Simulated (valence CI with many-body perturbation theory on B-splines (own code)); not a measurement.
## Ba42+: electric-dipole lines

Method: valence CI with perturbative core correlation (CI+MBPT): four valence electrons over a frozen Dirac-Fock core [Ne], radial functions for each j: 11 s, 11 p, 10 d, 8 f, 5 g, 2 h, with the one-electron correlation potential Σ1 (screened to all orders), the two-electron term Σ2, the three-electron term Σ3, Breit, model QED; selected single and double excitations, second order for the rest, scaled by the run's own slope (own B-spline code, finite nucleus).

No measured spectrum was set against this ion. As an estimate, large intervals hold to a few tenths of a per cent, small ones and those within an open d or f shell to about a per cent. Among the levels kept, up to 550 cm⁻¹ of a level comes from second order outside the variational space, and about a tenth of that is noise between levels of different J, which matters for small intervals.

Lines 1 to 50 of 540 in falling wavelength, among levels below 5899.6 × 10³ cm⁻¹, chosen from the strongest by gf and those to the six lowest levels. Wavelengths and rates use the calculated energies. Electric multipoles are in the length gauge, E1 and E2 with the static RPA response of the core. Weak lines are less certain than strong ones. Lines between different terms over intervals too small for the method are left out, as are lines whose strength nearly cancels. Where a level lies close to another of its J and parity, the split of strength between their lines is uncertain. The highest levels of a list are the least certain.

Levels are named by their leading jj configuration (3d3/2^4 stands for four electrons in 3d with j = 3/2), which in mixed levels can hold well under half, so a name can repeat and another be missing. Letters in brackets count levels of one name in rising energy.

```
λ vac (nm)                           Upper                           Lower   A (s⁻¹)  S (a.u.)
     156.2          (3s 3p1/2^2 3p3/2) J=2              (3s^2 3p3/2^2) J=2  5.07e+04  4.77e-04
     88.15          (3s 3p1/2^2 3p3/2) J=1              (3s^2 3p3/2^2) J=0  2.29e+05  2.32e-04
     43.28          (3s 3p1/2^2 3p3/2) J=1              (3s^2 3p3/2^2) J=2  1.05e+07  1.27e-03
     22.93          (3s^2 3p1/2 3d3/2) J=2              (3s^2 3p3/2^2) J=2  7.99e+06  2.38e-04
     18.30          (3s^2 3p1/2 3d3/2) J=1              (3s^2 3p3/2^2) J=0  1.40e+07  1.27e-04
     15.60          (3s^2 3p1/2 3d5/2) J=2              (3s^2 3p3/2^2) J=2  3.25e+08  3.05e-03
     15.06          (3s^2 3p1/2 3d3/2) J=1              (3s^2 3p3/2^2) J=2  8.13e+07  4.11e-04
     14.88          (3s 3p1/2 3d5/2^2) J=5              (3s^2 3d5/2^2) J=4  2.34e+09  4.19e-02
     14.60          (3s^2 3p1/2 3d5/2) J=3              (3s^2 3p3/2^2) J=2  4.50e+08  4.84e-03
     14.51      (3s 3p1/2 3p3/2 3d3/2) J=4          (3s^2 3p3/2 3d3/2) J=3  3.06e+09  4.16e-02
     12.79       (3p1/2 3p3/2^2 3d5/2) J=5      (3s 3p3/2^2 3d5/2) J=4 [b]  8.17e+09  9.29e-02
     12.43      (3s 3p1/2 3d3/2 3d5/2) J=5          (3s^2 3d3/2 3d5/2) J=4  4.59e+09  4.78e-02
     12.24          (3s 3p1/2^2 3p3/2) J=2          (3s^2 3p1/2 3p3/2) J=2  4.24e+09  1.92e-02
     12.05      (3s 3p1/2 3p3/2 3d5/2) J=5          (3s^2 3p3/2 3d5/2) J=4  8.60e+09  8.17e-02
     11.98      (3s 3p1/2 3p3/2^2) J=2 [a]              (3s^2 3p3/2^2) J=2  1.16e+08  4.93e-04
     11.91  (3s 3p1/2 3p3/2 3d5/2) J=4 [c]          (3s^2 3p3/2 3d5/2) J=3  3.90e+09  2.93e-02
     11.61       (3p1/2^2 3p3/2 3d5/2) J=3  (3s 3p1/2 3p3/2 3d5/2) J=3 [d]  7.24e+09  3.91e-02
     11.52           (3p1/2^2 3d3/2^2) J=2      (3s 3p1/2 3d3/2^2) J=1 [a]  9.50e+09  3.58e-02
     11.49       (3p1/2^2 3p3/2 3d5/2) J=4  (3s 3p1/2 3p3/2 3d5/2) J=3 [c]  8.78e+09  5.91e-02
     11.48          (3s 3p1/2^2 3p3/2) J=2          (3s^2 3p1/2 3p3/2) J=1  5.84e+09  2.18e-02
     11.38          (3s 3p1/2 3p3/2^2) J=3              (3s^2 3p3/2^2) J=2  5.50e+09  2.80e-02
     11.35          (3s 3p1/2^2 3d5/2) J=3          (3s^2 3p1/2 3d5/2) J=3  5.75e+09  2.90e-02
     11.35      (3s 3p1/2 3p3/2^2) J=1 [a]              (3s^2 3p3/2^2) J=0  4.01e+09  8.68e-03
     11.33   (3p1/2 3p3/2^2 3d5/2) J=3 [c]      (3s 3p3/2^2 3d5/2) J=3 [c]  5.44e+09  2.73e-02
     11.30       (3p1/2 3p3/2^2 3d3/2) J=4          (3s 3p3/2^2 3d3/2) J=4  5.00e+09  3.20e-02
     11.23  (3s 3p1/2 3p3/2 3d5/2) J=3 [a]          (3s^2 3p3/2 3d5/2) J=2  6.10e+09  2.98e-02
     11.23   (3p1/2 3p3/2^2 3d3/2) J=3 [a]              (3s^2 3d5/2^2) J=2  5.67e+09  2.77e-02
     11.23   (3p1/2 3p3/2^2 3d5/2) J=3 [b]      (3s 3p3/2^2 3d5/2) J=2 [a]  1.22e+10  5.97e-02
     11.07       (3p1/2^2 3p3/2 3d3/2) J=3  (3s 3p1/2 3p3/2 3d3/2) J=3 [c]  7.11e+09  3.33e-02
     10.96          (3s 3p1/2 3d5/2^2) J=5      (3s 3p3/2^2 3d5/2) J=4 [a]  7.54e+09  5.40e-02
     10.82          (3s 3p1/2^2 3d3/2) J=2          (3s^2 3p1/2 3d3/2) J=2  8.61e+09  2.69e-02
     10.81          (3s 3p1/2^2 3d5/2) J=3          (3s^2 3p1/2 3d5/2) J=2  7.25e+09  3.16e-02
     10.75       (3p1/2^2 3p3/2 3d3/2) J=2  (3s 3p1/2 3p3/2 3d3/2) J=2 [c]  1.05e+10  3.21e-02
     10.71   (3p1/2 3p3/2^2 3d5/2) J=2 [c]      (3s 3p3/2^2 3d5/2) J=3 [c]  9.87e+09  2.99e-02
     10.66  (3s 3p1/2 3p3/2 3d5/2) J=3 [d]          (3s^2 3p3/2 3d5/2) J=3  8.09e+09  3.39e-02
     10.65       (3p1/2^2 3p3/2 3d5/2) J=4  (3s 3p1/2 3p3/2 3d5/2) J=3 [b]  5.22e+09  2.80e-02
     10.61       (3p1/2^2 3p3/2 3d5/2) J=4  (3s 3p1/2 3p3/2 3d5/2) J=4 [b]  5.46e+09  2.90e-02
     10.52          (3s 3p1/2^2 3d5/2) J=2          (3s^2 3p1/2 3d5/2) J=3  1.48e+10  4.26e-02
     10.43  (3s 3p1/2 3p3/2 3d5/2) J=2 [b]          (3s^2 3p3/2 3d5/2) J=2  8.78e+09  2.46e-02
     10.43   (3p1/2 3p3/2^2 3d5/2) J=4 [b]      (3s 3p3/2^2 3d5/2) J=3 [a]  6.15e+09  3.10e-02
     10.42       (3p1/2^2 3p3/2 3d5/2) J=3  (3s 3p1/2 3p3/2 3d5/2) J=4 [c]  6.46e+09  2.52e-02
     10.36      (3s 3p1/2 3p3/2^2) J=1 [b]              (3s^2 3p3/2^2) J=0  3.76e+09  6.20e-03
     10.36       (3p1/2^2 3p3/2 3d3/2) J=1  (3s 3p1/2 3p3/2 3d3/2) J=2 [d]  1.53e+10  2.53e-02
     10.36      (3s 3p1/2 3d5/2^2) J=3 [a]      (3s 3p3/2^2 3d5/2) J=4 [a]  8.20e+09  3.15e-02
     10.36      (3s 3p1/2 3d5/2^2) J=4 [c]      (3s 3p3/2^2 3d5/2) J=4 [a]  6.25e+09  3.08e-02
     10.27   (3p1/2 3p3/2^2 3d5/2) J=4 [b]              (3s^2 3d5/2^2) J=4  9.29e+09  4.47e-02
     10.25       (3p1/2^2 3p3/2 3d5/2) J=2  (3s 3p1/2 3p3/2 3d5/2) J=2 [b]  1.83e+10  4.86e-02
     10.21   (3p1/2 3p3/2^2 3d3/2) J=1 [c]      (3s 3p3/2^2 3d3/2) J=2 [b]  1.72e+10  2.70e-02
     10.17  (3s 3p1/2 3d3/2 3d5/2) J=3 [d]          (3s^2 3d3/2 3d5/2) J=4  1.16e+10  4.21e-02
     10.16          (3s 3p1/2^2 3p3/2) J=1          (3s^2 3p1/2 3p3/2) J=2  1.67e+10  2.59e-02
```
